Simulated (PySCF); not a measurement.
## Peak assignment

Geometry:
```tsv
atom	x (Å)	y (Å)	z (Å)
C1	1.998	1.140	-1.569
N2	1.125	0.382	-0.707
C3	0.977	0.643	0.592
O4	1.514	1.536	1.209
C5	-0.014	-0.335	1.294
C6	-1.133	0.519	1.810
O7	-2.268	0.378	1.450
O8	-0.440	-1.340	0.460
Si9	-1.944	-1.639	-0.134
H10	2.789	0.504	-1.968
H11	1.433	1.573	-2.395
H12	2.439	1.938	-0.974
H13	0.638	-0.421	-1.081
H14	0.530	-0.758	2.152
H15	-0.817	1.302	2.513
H16	-1.496	-2.755	-0.973
H17	-2.445	-0.563	-0.987
H18	-2.894	-2.097	0.869
```

Rapidly exchanging positions averaged, gas phase, one conformer, relativity neglected. Shielding tensors at PBE0/pcSseg-1 (GIAO); GFN2-xTB geometry; PySCF 2.14.0 with density-fitted response routines.

Shifts are taken against calculated references (same method and geometry level): TMS for 13C and 1H.

Q: Assign these signals to the numbered atoms. 13C{1H} NMR (computed): δ 211.5 (CH), 165.2 (C), 84.8 (CH), 26.3 (CH3).

A: 
211.5 → C6, aldehyde carbonyl carbon: low-lying n→π* states of the double bond to the heteroatom give a large paramagnetic term (-277 ppm)
165.2 → C3, amide carbonyl carbon: it is a carbonyl in resonance with an O or N lone pair, the region of acids, esters and amides
84.8 → C5, sp3 CH bonded to O, α to a carbonyl: the inductive effect lowers its shielding
26.3 → C1, methyl carbon bonded to N: pulled downfield by the heteroatom

Q: Assign these signals to the numbered atoms. 1H NMR (500 MHz, computed): δ 9.95 (d, 1H), 6.48 (br, 1H), 5.21 (s, 3H), 4.99 (d, 1H), 3.13 (d, 3H).

A: 
9.95 → H15, hydrogen on an aldehyde carbonyl carbon: the formyl region, downfield of aromatic protons
6.48 → H13, hydrogen on an amide-type nitrogen: exchangeable; this is the value without hydrogen bonding to other molecules
5.21 → H16/H17/H18, hydrogen on a silicon bonded to O
4.99 → H14, hydrogen on an sp3 CH bonded to O, α to a carbonyl: its carbon carries O, hence the downfield position
3.13 → H10/H11/H12, hydrogen on a methyl carbon bonded to N: its carbon carries N, hence the downfield position

Exchangeable OH/NH protons stand at their gas-phase positions; hydrogen bonding in a real sample shifts them, mostly to higher δ. Amide-type NH protons are broadened by 14N but still split neighbouring CH signals. Shifts are as computed. Against solution values, carbons near 30 ppm lie about +3 ppm off and those near 130 ppm about +5 ppm. Of 1309 compounds with measured shifts, 239 miss one by over three times the rms of a fit or turn the order of signals round; such compounds aren't used in these exercises. Hydrogen bonding in solution deshields acid and N–H amide carbonyl carbons by as much as 10 ppm beyond these values. Multiplicities follow the n + 1 count of equivalent neighbours, as no J values were calculated; m marks all less simple cases, F and P coupling included.
